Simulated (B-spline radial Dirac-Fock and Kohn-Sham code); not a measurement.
Relativistic shifts of the levels of W²⁹⁺

System: W²⁹⁺, [Kr] 4d9.

Both columns are ΔSCF binding energies of the configuration average from a radial B-spline solver: non-relativistic Hartree-Fock with a point nucleus, and Dirac-Fock with a finite nucleus and the Coulomb interaction alone, averaged over the two j levels with weights 2j+1.

```csv
shell,Hartree-Fock (eV),Dirac-Fock (eV),shift (eV),shift (%)
1s,65270.4,70932.3,+5661.90,+8.67
2s,11722.8,13221.6,+1498.78,+12.79
2p,11257.3,11754.6,+497.31,+4.42
3s,3529.6,3903.6,+373.94,+10.59
3p,3315.5,3455.1,+139.61,+4.21
4s,1452.8,1564.6,+111.83,+7.70
4p,1357.5,1400.6,+43.05,+3.17
4d,1186.8,1185.2,-1.61,-0.14
```

Relativity binds 1s, 2s, 2p, 3s, 3p, 4s, 4p more strongly, among those listed most of all 2s in relative terms, and 4d more weakly, because the contracted s and p shells screen the nucleus better.

Values without a named source are computed, but for edge energies of neutral atoms, which are taken from tables.
